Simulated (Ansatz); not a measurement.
Several settings on one geometry of (H2B-mu-NH2)2 (B2N2H8) (that of the charge 0 singlet, PBE-D4/def2-SVP). Ansatz on 4 threads of Arm Neoverse V1 on a shared host; times are rough.

Cartesian coordinates in Å:
```
B -0.171 1.082 -0.201
H -0.230 1.544 -1.335
H -0.316 1.904 0.697
N 1.146 0.184 0.014
B 0.171 -1.082 0.203
H 0.317 -1.909 -0.690
H 0.229 -1.537 1.340
N -1.146 -0.184 -0.017
H 1.708 0.427 0.836
H 1.774 0.132 -0.794
H -1.778 -0.134 0.788
H -1.704 -0.427 -0.842
```

Totals from different functionals, basis sets or treatments of relativity can't be compared as stabilities.

LC-ωPBE has ω = 0.4 bohr⁻¹.

Scalar relativity in a set contracted without it gives distorted totals.

The spins typed aren't always the lowest for that charge.

**Question.** Give the basis size and estimate the energy, ⟨S²⟩ and time of these runs.

```
run                                method  charge    state                                                                                                   further keys
  1                     RKS B97/def2-SVPD       0  singlet                                                                    scf: {omitted_lower_state_checks: [starts]}
  2  RKS rPW86-PBE-D3(BJ)-ATM/aug-cc-pVDZ       0  singlet  nuclear_model: gaussian; pseudopotentials: {relativity: scalar}; scf: {lower_state_search: off}; forces asked
  3                 UKS LC-ωPBE/def2-TZVP       1  doublet                                                      scf: {omitted_lower_state_checks: [starts]}; forces asked
```

**Answer.** 
```csv
run,functions,energy (Eh),⟨S²⟩,wall time
1,144,-163.9481,–,3 s
2,164,-164.5618,–,3.1 s
3,172,-163.6765,0.76,9.5 s
```
